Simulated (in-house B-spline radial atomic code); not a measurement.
Whole-atom quantities along the 36-electron series, configuration [Ar] 3d10 4s2 4p6. Computed with a radial B-spline atomic code at the basis-set limit: non-relativistic Hartree-Fock, average of the configuration, point nuclei.

This level leaves out relativity, spin-orbit splitting included, which matters for heavy ions.

```
  ion   Z  E/Z² (Eh)  Σ<r²> (bohr²)  n(0)/Z³ (bohr⁻³)  Lamb diamagnetic shielding (ppm)  repulsion over attraction
   Kr  36    -2.1235          39.53           0.69093                           3245.66                    0.16384
  Rb+  37    -2.1463         31.829           0.69209                           3363.26                    0.16177
 Sr2+  38    -2.1683         26.684           0.69321                           3480.38                    0.15955
 Zr4+  40    -2.2102         20.055           0.69534                           3713.73                    0.15488
 Nb5+  41          ?              ?                 ?                                 ?                          ?
 Mo6+  42    -2.2493         15.898           0.69734                           3946.33                    0.15013
 Tc7+  43          ?              ?                 ?                                 ?                          ?
 Ru8+  44    -2.2859         13.029            0.6992                           4178.48                    0.14545
 Rh9+  45    -2.3033         11.904           0.70009                           4294.43                    0.14316
Pd10+  46    -2.3201          10.93           0.70095                           4410.32                     0.1409
Ag11+  47    -2.3364          10.08           0.70178                           4526.15                    0.13869
Cd12+  48    -2.3522         9.3326           0.70259                           4641.94                    0.13652
In13+  49    -2.3674         8.6703           0.70337                           4757.69                     0.1344
Sn14+  50    -2.3822           8.08           0.70412                            4873.4                    0.13233
Sb15+  51    -2.3965         7.5511           0.70485                           4989.09                    0.13031
Te16+  52          ?              ?                 ?                                 ?                          ?
 I17+  53    -2.4238         6.6447           0.70625                           5220.38                    0.12641
Xe18+  54    -2.4368         6.2541           0.70692                           5335.99                    0.12452
Cs19+  55    -2.4495         5.8983           0.70757                           5451.59                    0.12269
Ba20+  56    -2.4618         5.5731            0.7082                           5567.17                     0.1209
La21+  57    -2.4737          5.275           0.70881                           5682.73                    0.11916
```

Task: Fill in the row of Nb5+.

Result: E/Z² (Eh): -2.2301; Σ<r²> (bohr²): 17.766; n(0)/Z³ (bohr⁻³): 0.69636; Lamb diamagnetic shielding (ppm): 3830.1; repulsion over attraction: 0.1525.

Task: Fill in the row of Tc7+.

Result: E/Z² (Eh): -2.2679; Σ<r²> (bohr²): 14.343; n(0)/Z³ (bohr⁻³): 0.69829; Lamb diamagnetic shielding (ppm): 4062.45; repulsion over attraction: 0.14778.

Task: Fill in the row of Te16+.

Result: E/Z² (Eh): -2.4104; Σ<r²> (bohr²): 7.0751; n(0)/Z³ (bohr⁻³): 0.70556; Lamb diamagnetic shielding (ppm): 5104.75; repulsion over attraction: 0.12833.

Task: With what power of Z does the column «Σ<r²> (bohr²)» change over this range?

Result: A fit of the logarithm of its size against log Z from Z = 36 to 57 has slope -4.15. Unscreened non-relativistic hydrogenic orbitals would give -2.
